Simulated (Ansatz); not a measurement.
`N[Si@H](F)[Si@@H](N)F`, charge 0, multiplicity 1.

Question: Give a relaxed structure at PBE0-D4/def2-TZVP (Ansatz). (An estimate is asked.)

Answer: Computed: 
```xyz
12

N     1.9554   -0.3285   -0.3054
Si    0.6038    0.2919   -1.1376
F     0.4222   -0.2743   -2.6340
Si   -1.2668   -0.3089    0.1385
N    -1.2389    0.6262    1.5575
F    -1.1164   -1.8964    0.3992
H     1.9548   -1.2738    0.0436
H     2.8904   -0.0020   -0.4899
H     0.8243    1.7512   -1.2921
H    -2.6035   -0.1321   -0.4793
H    -0.3804    0.8141    2.0483
H    -2.0449    0.7328    2.1511
```
This is one stationary point; other conformers may exist.
